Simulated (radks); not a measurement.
Problem. These are the eigenvalues of the occupied orbitals of an atom or ion with whole-number occupations (hartree). Method: non-relativistic Kohn-Sham, r2SCAN, spin-polarised, spherical densities, point nucleus; meta-GGA in the generalised Kohn-Sham scheme; computed with a radial shooting solver on a logarithmic mesh with Libxc functionals.

orbital  eigenvalue
1s up     -2688.467
1s down   -2688.467
2s down   -449.6130
2s up     -449.6126
2p down   -432.0424
2p up     -432.0422
3s up     -105.5496
3s down   -105.5495
3p up     -97.27969
3p down   -97.27960
3d down   -81.88057
3d up     -81.88047
4s up     -22.49619
4s down   -22.49586
4p up     -18.89815
4p down   -18.89782
4d up     -12.30164
4d down   -12.30134
4f up      -3.50285
4f down    -3.50255
5s down    -3.18727
5s up      -3.18638
5p down    -2.04979
5p up      -2.04911
5d up      -0.30780
5d down    -0.30027
6s up      -0.17021

Which element is it, and in what charge state? The configuration may be excited. Open shells, if any, are filled with parallel spins first.

Solution. Z = 79, gold, charge 0: Au in [Xe] 4f14 5d10 6s1. The list shows which subshells hold electrons but not how many an open one holds; the 1s level, -2688.5 hartree, gives Z - s = 73.3 by -(Z - s)^2/2, which with screening narrows Z to a few neighbours, and the depths of the outer levels then fix element, charge and occupations together.
